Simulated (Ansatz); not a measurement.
Geometry optimisation, Ansatz 0.2.0, RKS BHLYP-D4/6-31G*.

The input (input.yaml):

```yaml
crystal:
  periodic: [false, false, false]
  atoms:
    - { symbol: B, position_ang: [0.17767, 0.387277, -0.386681] }
    - { symbol: O, position_ang: [-0.0827, 0.05242, 2.186711] }
    - { symbol: H, position_ang: [-1.003791, -0.213015, 2.197602] }
    - { symbol: O, position_ang: [1.356704, -0.076608, -0.811196] }
    - { symbol: H, position_ang: [1.299126, -0.969179, -1.156167] }
    - { symbol: F, position_ang: [-0.934313, -0.305791, -0.600763] }
    - { symbol: H, position_ang: [0.103494, 1.467322, 0.09779] }
    - { symbol: H, position_ang: [-0.10559, 0.986473, 1.893404] }
basis:
  gaussian: { orbitals: "6-31G*" }
hamiltonian:
  xc: { name: BHLYP }
  dispersion: d4
relax:
  f_tol: 0.03
  max_steps: 50
```

Run as:

```bash
$ ansatz run input.yaml --threads 1 --pin off --max-ram 2048MiB --backend cpu --events-out ev --progress --plain --runs-dir out
```

Where does it end, and by what steps?

It converged. After 13 steps the energy has fallen by 0.140 eV; H8 moved furthest, 0.58 Å.

| step | energy less start (eV) | largest force component (eV/Å) | accepted |
| --- | --- | --- | --- |
| 0 | 0.0000 | 1.070 | yes |
| 1 | -0.0656 | 1.254 | yes |
| 2 | -0.0376 | 2.361 | no |
| 3 | -0.0877 | 0.861 | yes |
| 4 | -0.1017 | 1.025 | yes |
| 5 | -0.1101 | 0.812 | yes |
| 6 | -0.1279 | 0.141 | yes |
| 7 | -0.1359 | 0.139 | yes |
| 8 | -0.1361 | 0.135 | yes |
| 9 | -0.1365 | 0.447 | yes |
| 10 | -0.1392 | 0.093 | yes |
| 11 | -0.1400 | 0.075 | yes |
| 12 | -0.1403 | 0.042 | yes |
| 13 | -0.1405 | 0.014 | yes |

```xyz
8
Properties=species:S:1:pos:R:3
B 0.120 0.462 -0.438
O -0.024 -0.011 1.937
H -0.963 -0.199 1.891
O 1.319 -0.064 -0.736
H 1.279 -1.015 -0.841
F -0.984 -0.287 -0.533
H 0.015 1.631 -0.280
H 0.048 0.812 2.421
```

Whether the end is a true minimum wasn't checked by a vibrational analysis.

The run took 27 s on 1 thread of Arm Neoverse V2, on a shared host, peak memory 0.13 GiB.
